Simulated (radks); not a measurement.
Results of a calculation; reference values are marked as such.
Valence configurations of the krypton ion Kr2+ (all share [Ar]). Code: a radial shooting solver on a logarithmic mesh with Libxc functionals. Model: Dirac Kohn-Sham, BLYP, spin-unpolarised, spherical densities, point nucleus; open shells fill j = l - 1/2 first. Energies are relative to 3d10 4s2 4p4; eigenvalues in eV.

valence           E (eV)  e(3d3/2)  e(3d5/2)  e(4p1/2)  e(4p3/2)  e(4s1/2)
3d10 4s2 4p4       0.000   -107.30   -105.99   -31.305   -30.496   -45.865
3d10 4s1.5 4p4.5   7.703   -108.09   -106.78   -31.658   -30.839   -46.284
3d10 4s1 4p5      15.445   -108.86   -107.55   -32.004   -31.177   -46.696
3d10 4p6          31.037   -110.38   -109.07   -32.680   -31.835         -
3d9.5 4s2 4p4.5   39.204   -114.32   -112.98   -32.501   -31.642   -47.448
3d9.5 4s1 4p5.5   55.081   -115.83   -114.49   -33.178   -32.302   -48.250
3d9 4s2 4p5       81.358   -121.45   -120.08   -33.687   -32.778   -49.008
3d8.5 4s2 4p5.5   126.52   -128.69   -127.29   -34.865   -33.906   -50.548
3d8.5 4s1.5 4p6   134.86   -129.41   -128.01   -35.187   -34.219   -50.925
3d8 4s2 4p6       174.76   -136.05   -134.61   -36.036   -35.026   -52.067

NIST lists [Ar] 3d10 4s2 4p4 as the ground configuration; this level of theory agrees among the configurations tried. The energies are those of spherical spin-averaged densities, not of single terms.
